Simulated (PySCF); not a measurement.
Compound: C3H8OSi2.
Geometry (PBE0-D3(BJ)/def2-SVP, Å), atoms numbered from 1 in this order:
```xyz
14
C3H8OSi2 angstrom
O      3.1274   -1.0999   -0.2884
C      2.0006   -0.7739   -0.5693
Si     0.6664   -0.3242    0.7460
C      0.0113    1.4294    0.3925
Si    -1.4098    0.6036   -0.5692
C     -1.0100   -1.0725    0.2414
H      1.6915   -0.7111   -1.6554
H      1.2023   -0.6219    2.1069
H     -0.3606    1.9009    1.3182
H      0.6680    2.1462   -0.1204
H     -1.1456    0.5855   -2.0411
H     -2.7814    1.1484   -0.3262
H     -1.0216   -1.9858   -0.3700
H     -1.6449   -1.2405    1.1280
```

Lines to be assigned: C 1s: 289.83 (area 2), 292.89 (area 1) eV; O 1s: 538.01 eV; Si 1s: 1846.39 (area 1), 1846.55 (area 1) eV; Si 2p3/2: 106.61 (area 1), 106.75 (area 1) eV.

Computed with delta-SCF UKS SCAN, pcX-2 on the ionised atom, pcseg-1 elsewhere, spin-free X2C (PySCF 2.14.0). One conformer (not necessarily the lowest) at the PBE0-D3(BJ)/def2-SVP geometry, without solvent, vibrations or thermal averaging.

Question: Assign the C 1s lines to atoms.

Answer: 289.83 eV: C4/C6 (sp3 carbon bound to silicon); 292.89 eV: C2 (carbonyl carbon). The listed C 1s values span 3.06 eV, from C4/C6 (bonded to 2 H and 2 Si) to C2 (bonded to O (double bond), H and Si). Summing the Pauling electronegativity differences to the bonded atoms, each weighted by its formal bond order, gives -2.00 for the lowest site and +0.78 for the highest.

Question: Which silicon gives which Si 1s line?

Answer: 1846.39 eV: Si3 (SiH silicon); 1846.55 eV: Si5 (SiH2 silicon). The 2 Si 1s values lie within 0.16 eV of each other; Gaussian lines of 0.5 eV full width would blend them into one maximum.

Bonded neighbours of each site: O1: C (double bond); C2: O (double bond), H and Si; Si3: 3 C and H; C4/C6: 2 H and 2 Si; Si5: 2 C and 2 H.

Question: Give the binding energy of Si 2p3/2 of Si3 in hartree and in kJ/mol.

Answer: 106.61 eV = 3.9178 Eh = 10286 kJ/mol.

Topologically equivalent atoms share the value of their first member; where this conformer doesn't relate them by symmetry, their own values could differ. For 2p shells one spin-free hole was relaxed; a mean-field spin–orbit operator and the ground-state splitting of the three 2p orbitals were then diagonalised within the shell. The shell's mean is (2 × 2p3/2 + 2p1/2)/3, and the degeneracies 2j + 1 give areas of 2:1. 2p1/2 minus 2p3/2 (ligand field included): Si 0.62 eV.

On Arm Neoverse N1, one thread, shared host, this took 1.7 min of wall time and 0.65 GiB of memory at its peak.
